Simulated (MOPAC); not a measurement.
MOPAC input (PM3):

```
PM3 PRECISE GNORM=0.05 LET XYZ CHARGE=-1 GEO-OK AUX(PRECISION=9) THREADS=1
C4H2BrSe

Br    2.09797700 1   -1.09284400 1   -0.34797000 1
C     0.31394600 1   -0.22046000 1   -0.07405500 1
C     0.23722700 1    1.03941800 1    0.40980400 1
Se   -1.65015600 1    1.32039900 1    0.45166700 1
C    -2.00624000 1   -0.41482600 1   -0.23105700 1
C    -0.81459500 1   -1.03506100 1   -0.42851100 1
H    -2.99133600 1   -0.81596600 1   -0.42076700 1
H    -0.71458300 1   -2.04248700 1   -0.81405000 1
```

Output:

```
 *******************************************************************************
 **                                                                           **
 **                              MOPAC v23.2.5                                **
 **                                                                           **
 *******************************************************************************
 ** MOPAC's Digital Object Identifier: https://doi.org/10.5281/zenodo.6511958 **
 **                                                                           **
 ** Please cite the open-source release paper for use of this MOPAC version:  **
 ** J. E. Moussa and J. J. P. Stewart (2026)                                  **
 ** MOPAC: An open-source semiempirical molecular orbital program             **
 ** J. Open Source Softw., 11(119), 8025, https://doi.org/10.21105/joss.08025 **
 *******************************************************************************

                              PM3 CALCULATION RESULTS

 *******************************************************************************
 *  PM3        - The PM3 Hamiltonian to be used
 *  GEO-OK     - OVERRIDE INTERATOMIC DISTANCE AND OTHER SAFETY CHECKS
 *
 *
 *
 *                 CHARGE ON SYSTEM = -1
 *
 *
 *
 *  LET        - OVERRIDE SOME SAFETY CHECKS
 *  PRECISE    - TIGHTER CRITERIA TO BE USED
 *  XYZ        - CARTESIAN COORDINATE SYSTEM TO BE USED
 *  GNORM      - EXIT WHEN GRADIENT NORM DROPS BELOW 0.050
 *  AUX        - OUTPUT AUXILIARY INFORMATION
 *******************************************************************************
PM3 PRECISE GNORM=0.05 LET XYZ CHARGE=-1 GEO-OK AUX(PRECISION=9) THREADS=1
 C4H2BrSe

   ATOM   CHEMICAL          X               Y               Z
  NUMBER   SYMBOL      (ANGSTROMS)     (ANGSTROMS)     (ANGSTROMS)

     1      Br          2.09797700  *  -1.09284400  *  -0.34797000  *
     2       C          0.31394600  *  -0.22046000  *  -0.07405500  *
     3       C          0.23722700  *   1.03941800  *   0.40980400  *
     4      Se         -1.65015600  *   1.32039900  *   0.45166700  *
     5       C         -2.00624000  *  -0.41482600  *  -0.23105700  *
     6       C         -0.81459500  *  -1.03506100  *  -0.42851100  *
     7       H         -2.99133600  *  -0.81596600  *  -0.42076700  *
     8       H         -0.71458300  *  -2.04248700  *  -0.81405000  *

          CARTESIAN COORDINATES

    NO.       ATOM           X           Y           Z

     1        Br          2.0980     -1.0928     -0.3480
     2         C          0.3139     -0.2205     -0.0741
     3         C          0.2372      1.0394      0.4098
     4        Se         -1.6502      1.3204      0.4517
     5         C         -2.0062     -0.4148     -0.2311
     6         C         -0.8146     -1.0351     -0.4285
     7         H         -2.9913     -0.8160     -0.4208
     8         H         -0.7146     -2.0425     -0.8141

  H: (PM3): J. J. P. STEWART, J. COMP. CHEM. 10, 209 (1989).
  C: (PM3): J. J. P. STEWART, J. COMP. CHEM. 10, 209 (1989).
 Se: (PM3): J. J. P. STEWART, J. COMP. CHEM. 12, 320-341 (1991).
 Br: (PM3): J. J. P. STEWART, J. COMP. CHEM. 10, 209 (1989).

           Empirical Formula: C4 H2 Br Se  =     8 atoms

      MOLECULAR POINT GROUP   :   Cs

      RHF CALCULATION, NO. OF DOUBLY OCCUPIED LEVELS = 16

          Geometry optimization using EF

          DIAGONAL MATRIX USED AS START HESSIAN

 CYCLE:     1  GRAD.:    66.094 HEAT:  35.79581
 CYCLE:     2  GRAD.:   448.887 HEAT:  58.63806
 CYCLE:     3  GRAD.:   221.111 HEAT:  47.95425
 CYCLE:     4  GRAD.:   154.693 HEAT:  37.61532
 CYCLE:     5  GRAD.:   335.756 HEAT:  55.53156
 CYCLE:     6  GRAD.:   389.683 HEAT:  62.45548
 CYCLE:     7  GRAD.:   155.522 HEAT:  41.77964
 CYCLE:     8  GRAD.:   203.779 HEAT:  41.64475
 CYCLE:     9  GRAD.:   240.248 HEAT:  46.43121
 CYCLE:    10  GRAD.:   250.917 HEAT:  45.95801
 CYCLE:    11  GRAD.:   120.658 HEAT:  37.16156
 CYCLE:    12  GRAD.:    73.285 HEAT:  34.29836
 CYCLE:    13  GRAD.:    98.507 HEAT:  35.25589
 CYCLE:    14  GRAD.:    23.057 HEAT:  33.05821
 CYCLE:    15  GRAD.:    33.760 HEAT:  33.08817
 CYCLE:    16  GRAD.:    10.288 HEAT:  32.72653
 CYCLE:    17  GRAD.:     5.293 HEAT:  32.71418
 CYCLE:    18  GRAD.:     0.618 HEAT:  32.70815
 CYCLE:    19  GRAD.:     0.617 HEAT:  32.70759
 CYCLE:    20  GRAD.:     0.565 HEAT:  32.70677
 CYCLE:    21  GRAD.:     0.114 HEAT:  32.70646
 CYCLE:    22  GRAD.:     0.029 HEAT:  32.70646

     GRADIENT =  0.02914 IS LESS THAN CUTOFF =  0.05000

 -------------------------------------------------------------------------------
 PM3 PRECISE GNORM=0.05 LET XYZ CHARGE=-1 GEO-OK AUX(PRECISION=9) THREADS=1
 C4H2BrSe

     GEOMETRY OPTIMISED USING EIGENVECTOR FOLLOWING (EF).
     SCF FIELD WAS ACHIEVED

                              PM3 CALCULATION
                                                       MOPAC v23.2.5 Linux

          FINAL HEAT OF FORMATION =         32.70646 KCAL/MOL =     136.84382 KJ/MOL

          COSMO AREA              =        140.29 SQUARE ANGSTROMS
          COSMO VOLUME            =        135.08 CUBIC ANGSTROMS

          GRADIENT NORM           =          0.02914          =       0.01030 PER ATOM
          IONIZATION POTENTIAL    =          4.029691 EV
          HOMO LUMO ENERGIES (EV) =         -4.030  4.109
          NO. OF FILLED LEVELS    =         16
          MOLECULAR WEIGHT        =        208.9238         POINT GROUP:  Cs

          MOLECULAR DIMENSIONS (Angstroms)

            Atom       Atom       Distance
            H     7   Br     1     4.98483
            H     8   Se     4     3.53081
            H     7    C     6     0.00000

          SCF CALCULATIONS        =         23

   ATOM   CHEMICAL          X               Y               Z
  NUMBER   SYMBOL      (ANGSTROMS)     (ANGSTROMS)     (ANGSTROMS)

     1      Br          2.02252309  *  -1.06780682  *  -0.34096513  *
     2       C          0.34722602  *  -0.22326202  *  -0.07396223  *
     3       C          0.27826885  *   1.01912654  *   0.40341673  *
     4      Se         -1.64248976  *   1.30616590  *   0.44644093  *
     5       C         -1.97015593  *  -0.42490771  *  -0.23367635  *
     6       C         -0.78162404  *  -1.02884262  *  -0.42494499  *
     7       H         -2.95562860  *  -0.82291790  *  -0.42219088  *
     8       H         -0.64126653  *  -2.03942627  *  -0.81027872  *

                             CARTESIAN COORDINATES

   1   Br        2.022523095    -1.067806815    -0.340965134
   2    C        0.347226017    -0.223262019    -0.073962227
   3    C        0.278268855     1.019126538     0.403416734
   4   Se       -1.642489760     1.306165896     0.446440933
   5    C       -1.970155931    -0.424907707    -0.233676352
   6    C       -0.781624038    -1.028842618    -0.424944994
   7    H       -2.955628602    -0.822917904    -0.422190883
   8    H       -0.641266535    -2.039426274    -0.810278717

           Empirical Formula: C4 H2 Br Se  =     8 atoms

      MOLECULAR POINT GROUP   :   Cs

                  EIGENVALUES
 -31.41235 -22.62333 -17.80176 -15.99940 -13.26294 -12.76927 -11.61825  -9.37136
  -8.83605  -8.22407  -7.16158  -6.93091  -6.39836  -4.80192  -4.64121  -4.02969
   4.10913   4.33148   4.73543   5.97078   6.61748   7.71625   7.97227   9.07764
   9.62955  10.52149

              NET ATOMIC CHARGES AND DIPOLE CONTRIBUTIONS

  ATOM NO.   TYPE          CHARGE      No. of ELECS.   s-Pop       p-Pop
    1         Br          -0.167290        7.1673     1.95502     5.21227
    2          C          -0.253851        4.2539     1.22592     3.02793
    3          C          -0.235271        4.2353     1.65826     2.57701
    4         Se          -0.114435        6.1144     1.86813     4.24630
    5          C          -0.388294        4.3883     1.22739     3.16091
    6          C          -0.046066        4.0461     1.17018     2.87588
    7          H           0.111502        0.8885     0.88850
    8          H           0.093706        0.9063     0.90629
 DIPOLE           X         Y         Z       TOTAL
 POINT-CHG.     0.579    -0.916    -0.333     1.134
 HYBRID        -0.486    -2.575    -1.012     2.809
 SUM            0.093    -3.491    -1.345     3.742

          ATOMIC ORBITAL ELECTRON POPULATIONS

     Atom    s        px        py        pz
    1 Br   1.95502   1.40668   1.82954   1.97604
    2  C   1.22592   0.82021   1.00406   1.20367
    3  C   1.65826   0.76685   1.02373   0.78644
    4 Se   1.86813   1.26355   1.21020   1.77256
    5  C   1.22739   0.99828   1.02185   1.14079
    6  C   1.17018   0.92477   0.96534   0.98577
    7  H   0.88850
    8  H   0.90629

 **********************
 *                    *
 * JOB ENDED NORMALLY *
 *                    *
 **********************

 == MOPAC DONE ==
```

The dipole moment of an ion depends on the origin.

The geometry given is a B3LYP-D3(BJ)/def2-TZVP minimum.
